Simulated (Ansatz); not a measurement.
`ClB(Cl)B1CN1` → 2 B• + C• + 2 Cl• + 3 H• + N•  (atomization)

Program: Ansatz. Geometries: PBE0-D4/def2-TZVP. ΔE: electronic, gas phase. CCSD(T)/CBS is the MP2 limit (def2-TZVPP, def2-QZVPP) plus CCSD(T) − MP2 in def2-TZVPP, frozen cores. This one scheme is used for every species, atoms too. DFT in def2-TZVPP. B3LYP here is the variant with VWN-RPA as its local correlation; programs differ in this. No spin–orbit coupling; open shells (•) take unrestricted orbitals. Spin–orbit coupling would lower the free atoms: a little for B, C, Cl. Each species was taken in one conformer, which may not be the lowest.

`ClB(Cl)B1CN1`:

Cartesian coordinates in Å:
```
Cl 0.204 0.786 2.953
B -0.319 -0.336 1.719
Cl -1.013 -1.861 2.217
B -0.112 0.016 0.115
C 0.736 0.005 -1.217
N -0.593 0.551 -1.021
H 0.818 -0.901 -1.816
H 1.549 0.715 -1.362
H -1.272 1.024 -1.587
```

CCSD(T)/CBS gives +35.52 eV.

Task: Another level gave +35.88 eV. Which?
A. BHLYP-D4/def2-TZVPP
B. B3LYP-D4/def2-TZVPP
C. MP2/def2-TZVPP
D. B2PLYP/def2-TZVPP

Result: B. B3LYP-D4 35.88, MP2/def2-TZVPP 35.83, BHLYP-D4 34.65, B2PLYP 35.50 eV.

Largest T1 diagnostic among the species: 0.014.

In def2-TZVPP, CCSD(T) changes the Hartree–Fock value by +8.72 eV (the triples alone add +0.75 eV) and MP2 by +10.02 eV; breaking electron pairs costs correlation energy, which Hartree–Fock lacks. Leaving LDA and LC-ωPBE aside and taking each functional with its dispersion term where it has one, the values, not all of them listed here, spread over 2.73 eV, from BHLYP-D4 to PBE-D4. LDA lies +4.83 eV from PBE without D4, its usual overbinding. From r2SCAN to r2SCAN0 (25 % exact exchange), in def2-TZVPP and without D4, ΔE moves by −0.70 eV: exact exchange takes away binding that semilocal exchange gives to molecules.

For atomizations the MP2-based limit and the directly extrapolated one differ by several kJ/mol either way, and by 10 to 25 for some Ge, Se and Sn compounds, so smaller differences from it don't rank the levels.
